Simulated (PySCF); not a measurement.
# Electron correlation in Fe²⁺ (iron, charge +2)

[Ar] 3d6, high-spin 5D determinant. All numbers are calculated (PySCF 2.14, the non-relativistic Hamiltonian (point nucleus), in def2-TZVPPD (6s6p4d2f1g, 67 functions)). Frozen: [Ne]; 14 electrons correlated.

```csv
level,correlation energy (mhartree)
CCSD,-437.96
(T),-7.33
CCSD(T),-445.29
```

Diagnostics: T1 = 0.0065, D1 = 0.0140, largest double amplitude 0.020.

Cost of the coupled-cluster step: about 22 core-seconds, for 14 correlated electrons.

Iterations:

```
CC2 = 0
CCSD nocc = (np.int64(9), np.int64(5)), nmo = (62, 62)
frozen orbitals [[0, 1, 2, 3, 4], [0, 1, 2, 3, 4]]
max_cycle = 100
direct = 0
conv_tol = 1e-08
conv_tol_normt = 1e-06
diis_space = 8
diis_start_cycle = 0
Init t2, MP2 energy = -0.440287602943386
Init E_corr(UCCSD) = -0.440287602946504
cycle = 1  E_corr(UCCSD) = -0.430907967806047  dE = 0.00937963514  norm(t1,t2) = 0.0457251
cycle = 2  E_corr(UCCSD) = -0.43796103411607  dE = -0.00705306631  norm(t1,t2) = 0.011381
cycle = 3  E_corr(UCCSD) = -0.437600045775897  dE = 0.00036098834  norm(t1,t2) = 0.00527497
cycle = 4  E_corr(UCCSD) = -0.437960643569032  dE = -0.000360597793  norm(t1,t2) = 0.00187316
cycle = 5  E_corr(UCCSD) = -0.437983872727057  dE = -2.3229158e-05  norm(t1,t2) = 0.000582312
cycle = 6  E_corr(UCCSD) = -0.437954898616378  dE = 2.89741107e-05  norm(t1,t2) = 0.000235646
cycle = 7  E_corr(UCCSD) = -0.437958888404793  dE = -3.98978842e-06  norm(t1,t2) = 7.55659e-05
cycle = 8  E_corr(UCCSD) = -0.437962308602176  dE = -3.42019738e-06  norm(t1,t2) = 2.71062e-05
cycle = 9  E_corr(UCCSD) = -0.437960663207243  dE = 1.64539493e-06  norm(t1,t2) = 1.2164e-05
cycle = 10  E_corr(UCCSD) = -0.437960569990217  dE = 9.32170255e-08  norm(t1,t2) = 4.01049e-06
cycle = 11  E_corr(UCCSD) = -0.437960844073934  dE = -2.74083717e-07  norm(t1,t2) = 1.54585e-06
cycle = 12  E_corr(UCCSD) = -0.437960772699324  dE = 7.13746099e-08  norm(t1,t2) = 5.00289e-07
cycle = 13  E_corr(UCCSD) = -0.437960796203956  dE = -2.35046325e-08  norm(t1,t2) = 2.27543e-07
cycle = 14  E_corr(UCCSD) = -0.437960794530345  dE = 1.67361147e-09  norm(t1,t2) = 1.22251e-07
UCCSD converged
E(UCCSD) = -1262.077539762852  E_corr = -0.4379607945303449
UCCSD(T) correction = -0.00732522453574248
```

This basis was not built for core-valence correlation, so the inner-shell part is incomplete.
